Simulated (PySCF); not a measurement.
**Radial density of Te (tellurium, neutral)**

UHF, [Kr] 4d10 5s1 5p4 6s1, high-spin 5P determinant (an excited configuration). Computed with PySCF 2.14 in dyall-av2z, with the non-relativistic Hamiltonian (point nucleus).

| r (bohr) | 4πr²ρ (e/bohr) | 4πr²(ρα − ρβ) |
| --- | --- | --- |
| 0.000534 | 0.3360 | 0.0001 |
| 0.000898 | 0.9153 | 0.0002 |
| 0.00151 | 2.430 | 0.0007 |
| 0.00254 | 6.176 | 0.0017 |
| 0.00427 | 14.60 | 0.0039 |
| 0.00719 | 30.54 | 0.0080 |
| 0.0121 | 52.24 | 0.0133 |
| 0.0203 | 65.35 | 0.0162 |
| 0.0342 | 58.76 | 0.0230 |
| 0.0576 | 67.16 | 0.0598 |
| 0.0968 | 84.75 | 0.0388 |
| 0.163 | 61.64 | 0.0057 |
| 0.274 | 70.47 | 0.1381 |
| 0.461 | 26.01 | 0.0922 |
| 0.775 | 26.66 | 0.1583 |
| 1.30 | 8.426 | 0.6029 |
| 2.19 | 2.927 | 1.7183 |
| 3.69 | 0.7688 | 0.4189 |
| 6.20 | 0.2395 | 0.2223 |
| 10.4 | 0.003254 | 0.0032 |

A non-relativistic calculation at this Z misses sizeable relativistic shifts. The outer electron is Rydberg-like, and this basis confines it to a smaller radius and binds it less than a complete one would.
